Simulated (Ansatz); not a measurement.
Ansatz (a program for electronic structure) input:

Ansatz 0.2 input:
```yaml
crystal:
  periodic: [false, false, false]
  atoms:
    - {symbol: C, position_ang: [-1.98288766, 0.98117133, 0.68826476]}
    - {symbol: C, position_ang: [-0.90202812, -0.09139298, 0.54358122]}
    - {symbol: C, position_ang: [-1.49109793, -1.37583751, -0.07774596]}
    - {symbol: C, position_ang: [0.26697941, 0.41210505, -0.23211992]}
    - {symbol: C, position_ang: [1.54914016, -0.32291454, -0.28102756]}
    - {symbol: O, position_ang: [2.60393628, 0.58720319, -0.59563491]}
    - {symbol: H, position_ang: [-2.37274956, 1.26721978, -0.29203707]}
    - {symbol: H, position_ang: [-1.58573918, 1.87787162, 1.16627898]}
    - {symbol: H, position_ang: [-2.81971991, 0.61661891, 1.28700740]}
    - {symbol: H, position_ang: [-0.54950916, -0.36179358, 1.54909670]}
    - {symbol: H, position_ang: [-2.32160163, -1.74919410, 0.52602086]}
    - {symbol: H, position_ang: [-1.86412953, -1.17674787, -1.08498130]}
    - {symbol: H, position_ang: [-0.74227335, -2.16663381, -0.14578450]}
    - {symbol: H, position_ang: [0.14635120, 1.24154718, -0.91939504]}
    - {symbol: H, position_ang: [1.73278148, -0.82129651, 0.68308003]}
    - {symbol: H, position_ang: [1.51095113, -1.12252911, -1.04308614]}
    - {symbol: H, position_ang: [3.39351311, 0.07852404, -0.80683588]}
basis:
  gaussian:
    orbitals: STO-3G
magnetization: {spin_polarized: true, initial_magnetization: 1}
correlation: {method: ccsd_t, electrons: outside_noble_gas}
```

Problem. Which total energy does the run end on?

Solution. -267.59616 Eh (CCSD(T)/STO-3G). The basis has 41 functions.

It need not be the lowest isomer of its formula.
